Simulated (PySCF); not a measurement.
# B²⁺ (boron, charge +2) across methods

[He] 2p1, 2P determinant (an excited configuration). All numbers are calculated (PySCF 2.14, scalar relativity by spin-free X2C-1e, in dyall-av3z).

| method | E (hartree) | mean ε 1s α (eV) | mean ε 1s β (eV) | mean ε 2p α (eV) | Σ⟨r²⟩ (bohr²) | ⟨S²⟩ |
| --- | --- | --- | --- | --- | --- | --- |
| r2SCANh | -23.2314 | -216.11 | -215.60 | -27.570 | 3.255 | 0.750 |
| LDA | -22.9454 | -208.48 | -207.88 | -26.425 | 3.300 | 0.750 |
| B97-3 | -23.2434 | -218.58 | -218.15 | -28.206 | 3.275 | 0.750 |
| PBE0 | -23.2042 | -217.82 | -217.23 | -28.131 | 3.281 | 0.750 |
| M06 | -23.2540 | -218.14 | -217.68 | -27.888 | 3.290 | 0.750 |
| UHF | -23.16016 | -239.06 | -238.44 | -31.789 | 3.324 | 0.750 |
| r2SCAN | -23.2336 | -213.51 | -213.00 | -27.075 | 3.252 | 0.750 |
| wB97M-V | -23.2407 | -220.65 | -220.14 | -30.205 | 3.310 | 0.750 |

**Question.** Estimate the same row for PBE.

**Answer.** E (hartree) = -23.2010; mean ε 1s α (eV) = -210.49; mean ε 1s β (eV) = -209.91; mean ε 2p α (eV) = -26.785; Σ⟨r²⟩ (bohr²) = 3.279; ⟨S²⟩ = 0.750.
